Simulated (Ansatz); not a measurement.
Stepwise reaction of `[NH2][Zr]([NH2])([NH2])[NH2]` with hydrogen fluoride, as a gas-phase model of exchange steps in deposition or etching. ΔE in kJ/mol.

Program: Ansatz. Geometries: PBE0-D4/def2-TZVP. ΔE: electronic, gas phase. CCSD(T)/CBS is the MP2 limit (def2-TZVPP, def2-QZVPP) plus CCSD(T) − MP2 in def2-TZVPP, frozen cores. This one scheme is used for every species. DFT in def2-TZVPP. B3LYP here is the variant with VWN-RPA as its local correlation; programs differ in this. def2 core potentials past Kr. For Zr outer-core shells are correlated without core-valence functions, which leaves a few kJ/mol of doubt a bond. One conformer a species, not always the lowest.

| step | reaction | PBE-D4 | B3LYP-D4 | ωB97M-V | CCSD(T)/CBS |
| --- | --- | --- | --- | --- | --- |
| 1 | `[NH2][Zr]([NH2])([NH2])[NH2]` + H–F → `[NH2][Zr]([NH2])([NH2])[F]` + NH₃ | -131.7 | -132.7 | -133.2 | -123.1 |
| 2 | `[NH2][Zr]([NH2])([NH2])[F]` + H–F → `[NH2][Zr]([NH2])([F])[F]` + NH₃ | -122.4 | -123.4 | -124.3 | -114.2 |
| 3 | `[NH2][Zr]([NH2])([F])[F]` + H–F → `[NH2][Zr]([F])([F])[F]` + NH₃ | -119.1 | -120.0 | -121.3 | -111.9 |
| 4 | `[NH2][Zr]([F])([F])[F]` + H–F → `[F][Zr]([F])([F])[F]` + NH₃ | -117.1 | -117.1 | -118.2 | -109.7 |

Task: By hand: ΔE of the 4 steps together at CCSD(T)/CBS.

Result: (-123.1) + (-114.2) + (-111.9) + (-109.7) = -458.9 kJ/mol, or -114.7 kJ/mol a step.

In ΔE each step is higher than the one before. All are downhill at CCSD(T)/CBS. PBE-D4 differs from CCSD(T)/CBS by -8.6 to -7.2 kJ/mol a step. Isolated molecules leave out the surface, adducts and barriers. Largest T1 diagnostic: 0.018.
